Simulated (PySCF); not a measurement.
A GIAO shielding run with PySCF 2.14.0 with density-fitted response routines (density fitting, non-relativistic, gas phase) on SMILES N#CC[C@@H](CCl)[SiH2][SiH3], C$_{4}$H$_{10}$ClNSi$_{2}$:

```
$ OMP_NUM_THREADS=1 python probes_run.py task.json out

{"job": {"kind": "nmr", "xc": "PBE0", "basis": "pcSseg-1"}, "charge": 0, "multiplicity": 1}
N     -2.310281    -1.464624    -2.220943
C     -2.102338    -0.555187    -1.560132
C     -1.849889     0.582439    -0.715053
C     -0.656649     0.345029     0.222464
C     -0.981201    -0.815064     1.144653
Cl     0.394376    -1.153432     2.224903
Si     0.990074     0.029744    -0.735744
Si     2.847371     0.495224     0.558325
H     -1.651028     1.445611    -1.355252
H     -2.762269     0.784359    -0.141287
H     -0.548555     1.247082     0.834461
H     -1.165747    -1.726635     0.574387
H     -1.841767    -0.611509     1.786606
H      0.884904    -1.344547    -1.236448
H      0.866436     0.897958    -1.920148
H      2.546272     1.388201     1.681319
H      3.469984    -0.709638     1.103440
H      3.861547     1.171306    -0.257208
```

Hardware: 1 thread of an Arm Neoverse N1, shared host. The job also computes population analyses, field gradients.

**Question.** How large is the calculation?

**Answer.** 86 electrons, 207 basis functions and 1139 auxiliary functions.

**Question.** How long does it take, and how much memory does it need?

**Answer.** 75 s of wall time, with 14 SCF cycles and 5 response iterations; peak memory 0.85 GiB. Times on a shared host scatter by some tens of per cent.
